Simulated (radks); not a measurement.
Q: The aluminium ion Al6+, [He] 2s2 2p3. All-electron calculation, non-relativistic Kohn-Sham, exchange-only B88, spin-polarised, spherical densities, point nucleus. Program: a radial shooting solver on a logarithmic mesh with Libxc functionals. Every spin shell is full or empty, so the densities are truly spherical. Functionals are evaluated on that one density, not self-consistently. Rank these exchange functionals by their error against the exact value of the orbitals, and give that value: LDA, B88, revPBE, PW86, SOGGA, B86b, G96, EV93, APBE, TPSS, revTPSS, Tao-Mo, MVS.

A: Exact: -14.3502 hartree. From best to worst, with 100 (|E| - |E exact|)/|E exact| (equal figures are ties): Tao-Mo -0.05, G96 -0.12, TPSS +0.16, revPBE -0.20, B86b -0.23, B88 -0.25, PW86 +0.29, APBE +0.33, revTPSS -0.34, MVS -0.39, EV93 +2.22, SOGGA -4.43, LDA -9.94.
